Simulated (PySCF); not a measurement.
## State search for HgC

Unrestricted PBE0; PySCF, spin-free X2C with a Gaussian nucleus, basis sets Hg x2c-TZVPPall, C x2c-TZVPPall. Outer shells of the fragments: Hg 5d10 6s2; C 2s2 2p2.

Followed along the bond (rough minima from three points):

| 2Ms+1 | unpaired | ⟨S²⟩ at the start | R at minimum (Å) | Te (eV) |
| --- | --- | --- | --- | --- |
| 3 | π ↑↑ | 2.03 | 2.14 | 0.00 |
| 1 | π ↑↓ | 1.01 | 2.13 | 0.39 |
| 3 | σ ↑, π ↑ | 2.01 | none in the scan | ≤ 0.97 |
| 1 | σ ↓, π ↑ | 1.01 | none in the scan | ≤ 1.23 |

Solutions found at the starting distance of 2.085 Å, counted from the lowest of them; the search is not exhaustive and high or unbound solutions are not listed, so other states can lie among these:

```json
{"2Ms+1": "3", "unpaired": "π ↑↑", "term": "mixed", "E (eV)": "0.00", "⟨S²⟩": "2.03", "⟨Lz²⟩": "1.51", "μ (D)": "-2.62"}
{"2Ms+1": "1", "unpaired": "π ↑↓", "term": "mixed", "E (eV)": "0.39", "⟨S²⟩": "1.01", "⟨Lz²⟩": "3.53", "μ (D)": "-2.66"}
{"2Ms+1": "3", "unpaired": "σ ↑, π ↑", "term": "mixed", "E (eV)": "1.15", "⟨S²⟩": "2.01", "⟨Lz²⟩": "2.52", "μ (D)": "-0.03"}
{"2Ms+1": "1", "unpaired": "σ ↓, π ↑", "term": "mixed", "E (eV)": "1.37", "⟨S²⟩": "1.01", "⟨Lz²⟩": "2.52", "μ (D)": "-0.12"}
{"2Ms+1": "1", "unpaired": "none", "term": "mixed", "E (eV)": "1.65", "⟨S²⟩": "0.00", "⟨Lz²⟩": "3.51", "μ (D)": "-2.70"}
{"2Ms+1": "3", "unpaired": "σ ↑↑, π ↑↓", "term": "mixed", "E (eV)": "2.98", "⟨S²⟩": "3.01", "⟨Lz²⟩": "3.53", "μ (D)": "-2.01"}
{"2Ms+1": "1", "unpaired": "σ ↓↓, π ↑↑", "term": "mixed", "E (eV)": "3.19", "⟨S²⟩": "2.01", "⟨Lz²⟩": "1.51", "μ (D)": "-2.26"}
{"2Ms+1": "3", "unpaired": "σ ↑, π ↑", "term": "mixed", "E (eV)": "3.88", "⟨S²⟩": "2.03", "⟨Lz²⟩": "2.54", "μ (D)": "-4.28"}
{"2Ms+1": "1", "unpaired": "σ ↓, π ↑", "term": "mixed", "E (eV)": "4.20", "⟨S²⟩": "1.05", "⟨Lz²⟩": "2.53", "μ (D)": "-4.21"}
{"2Ms+1": "3", "unpaired": "π ↑↑", "term": "mixed", "E (eV)": "4.72", "⟨S²⟩": "2.01", "⟨Lz²⟩": "3.52", "μ (D)": "0.68"}
```

A term symbol is given only where ⟨S²⟩ and ⟨Lz²⟩ are close to those of a pure state; real π, δ and φ orbitals otherwise mix terms. A positive dipole means Hg(−)C(+).

Spin–orbit coupling is left out. Counting both spins, an empty level lies below a filled one in some of these solutions, because spin and occupation are held.
